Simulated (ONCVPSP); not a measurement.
## What one change does to a pseudopotential (cadmium (Cd), ONCV)

```
Element                 : Cd
Generator               : ONCVPSP 4.0.1
Type                    : optimised norm-conserving Vanderbilt (ONCV)
Functional              : PW91
Relativity              : scalar-relativistic
Frozen core             : [Ar] 3d10
Valence charge          : 20
Reference configuration : 4s2 4p6 4d10 5s0.5 (charge +1.5)
Partial waves           : 4s+5s: rc 1.45 bohr, ncon 4, nbas 8, qcut 9.3 1/bohr, 2 projectors; 4p: rc 1.60 bohr, ncon 3, nbas 8, qcut 11 1/bohr, 2 projectors, debl 0.6 Ha; 4d: rc 1.25 bohr, ncon 4, nbas 7, qcut 7.6 1/bohr, 2 projectors, debl 2.4 Ha
Local potential         : polynomial inside 1.10 bohr (lpopt 5, dvloc0 3 Ha)
Core correction         : Teter function, fcfact 3.25, rcfact 1.1
```

In the p channel the program set the typed energies aside and used -2.970, 0.250 Ha.

Change: core correction Teter function, fcfact 3.25, rcfact 1.98.

Cutoffs: the cutoffs (Ha) at which the residual kinetic energy of the hardest occupied pseudo-wave falls to 1 and 0.1 mHa per electron; they do not see the model core or the augmentation charge, which bear on the density cutoff. Errors are all-electron minus pseudo energies relative to the spin-unpolarised reference configuration.

**Question.** What does the change do?

**Answer.** The potential gets neither clearly harder nor softer (54 Ha and 104 Ha → 54 Ha and 104 Ha); of the 4 tests that both files solve, the error grows in 1 and shrinks in 3 by more than 15 % and 0.3 meV (median size 1.9 → 1.0 meV); neither file shows a bound ghost. A model core, the more so a compact one, raises the density cutoff, which this test does not measure.

```csv
quantity,base,changed
"cutoff, loose",54 Ha,54 Ha
"cutoff, tight",104 Ha,104 Ha
bound ghosts,none,none
GHOST(+) flags under 300 eV,none,none
"error for 4s2 4p6 4d10 5s2, meV [ΔE -16.91 eV]",+2.0,0.0
"error for 4s2 4p6 4d10 5s1, meV [ΔE -7.57 eV]",+1.1,+0.7
"error for 4s2 4p6 4d10 5s0, meV [ΔE 9.64 eV]",-1.8,-2.2
"error for 4s2 4p6 4d10 5s1 5p1, meV [ΔE -12.21 eV]",+2.0,+1.3
s: phases at 1.47 bohr within 0.05 rad from the reference energy up to (Ha; the scan ends near 5),to the end of the scan,to the end of the scan
p: phases at 1.63 bohr within 0.05 rad from the reference energy up to (Ha; the scan ends near 5),to the end of the scan,to the end of the scan
d: phases at 1.27 bohr within 0.05 rad from the reference energy up to (Ha; the scan ends near 5),to the end of the scan,to the end of the scan
"rms error of d²Exc/dni dnj with the model core, mHa",0.92,4.52
```
